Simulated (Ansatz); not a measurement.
`[SiH3][O][GeH2][O][SiH3]`, charge 0, multiplicity 1.

Question: Give a relaxed structure at PBE0-D4/def2-TZVP (Ansatz 0.2.0). (An estimate is asked.)

Answer: The calculation gave: 
Z-matrix (Å, degrees):
```
Si
O 1 1.639
H 1 1.490 2 110.6
H 1 1.484 2 108.1 3 119.8
H 1 1.486 2 110.7 3 -120.4
Ge 2 1.764 1 134.6 3 36.1
O 6 1.764 2 107.8 1 59.7
H 6 1.531 2 110.0 1 -55.6
H 6 1.531 2 106.1 1 177.5
Si 7 1.639 6 134.6 2 59.6
H 10 1.486 7 110.7 6 -84.3
H 10 1.484 7 108.1 6 155.8
H 10 1.490 7 110.6 6 36.1
```
Point group C2.
This is one stationary point; other conformers may exist.
